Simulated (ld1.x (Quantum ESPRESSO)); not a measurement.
Logarithmic derivatives: bromine, TM

ld1.x (Quantum ESPRESSO) 7.5 input, shortened:

```
&input
   title='Br', zed=35., rel=1, dft='PW91', iswitch=3,
   config='[Ar] 3d10 4s2 4p5 4d-2'
 /
 &inputp
   pseudotype=2, tm=.true., lloc=1,
   nlcc=.true.
 /
3
4S  1  0   2.00   0.00  1.40  1.40  0.0
4D  3  2  -2.00   0.05  1.35  1.35  0.0
4P  2  1   5.00   0.00  1.45  1.45  0.0
 &test
   configts(1)='4s2 4p5'
 /
```

The phase is arctan(r·u′/u) with u = r·R(r), unwrapped; energies in Ry, scanned from -3 to 5 Ry. A pole is an energy at which the radial function vanishes at the test radius. The pseudo phase is shifted by a multiple of π to meet the all-electron one at the reference energy, and phase errors are pseudo minus all-electron; the curves can meet again beyond the range given. Levels narrower than the energy grid can be missing from the lists of poles.

```tsv
channel	radius (bohr)	reference energy (Ry)	poles, all-electron	poles, pseudo	unbroken range about the reference energy with phases within 0.05 rad	phase error 1 Ry above the reference energy (rad)
s	1.61	-1.49	3.48	3.69	the whole range	+0.002
p	1.61	-0.58	none	4.99	the whole range	-0.006
d	1.61	0.05	none	none	-2.7 to 2.1	+0.006
```

Note: ghost state, extra bound levels that the all-electron valence spectrum of the same l lacks: d at -45.6 eV. A true bound ghost makes a file unfit for plane-wave use.

Phases in the s channel:

```csv
E (Ry),all-electron,pseudo
-3.00,0.721,0.723
-2.52,0.459,0.461
-2.04,0.060,0.061
-1.56,-0.411,-0.411
-1.08,-0.791,-0.791
-0.60,-1.038,-1.037
-0.12,-1.195,-1.193
0.36,-1.299,-1.296
0.84,-1.373,-1.369
1.32,-1.428,-1.423
1.80,-1.471,-1.465
2.28,-1.505,-1.499
2.76,-1.534,-1.527
3.24,-1.559,-1.551
3.72,-1.582,-1.572
4.20,-1.602,-1.591
4.68,-1.621,-1.607
```
